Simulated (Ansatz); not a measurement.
Mulliken charges of ClHMoO2S, SMILES `[O]=[Mo]([OH])(=[S])[Cl]` from r2SCAN/def2-TZVPP in Ansatz (PBE0-D4/def2-TZVP geometry).

```
atom   x (Å)   y (Å)   z (Å)  charge (e)
  O1  -1.692  -0.945   0.352      -0.465
 Mo2  -0.399   0.015  -0.064       1.298
  O3   1.090  -0.531   0.899      -0.483
  S4  -0.036  -0.198  -2.123      -0.314
 Cl5  -0.895   2.164   0.366      -0.281
  H6   1.975  -0.571   0.525       0.244
```

Task: By hand: the dipole of these point charges (1 e Å = 4.8032 D).

Result: Σ q r = (0.487, 0.030, 0.011) e Å, of length 0.488 e Å = 2.34 D.

Task: How does the dipole of the full density compare? (Estimate.)

Result: Computed: (0.539, 0.038, 0.040) e Å, 2.60 D; the point charges give 0.90 times that, at 3° from its direction.

Point charges leave out the atoms' own dipoles, such as those of lone pairs, and Mulliken's split depends on the basis, so the close match here is no proof of good charges.
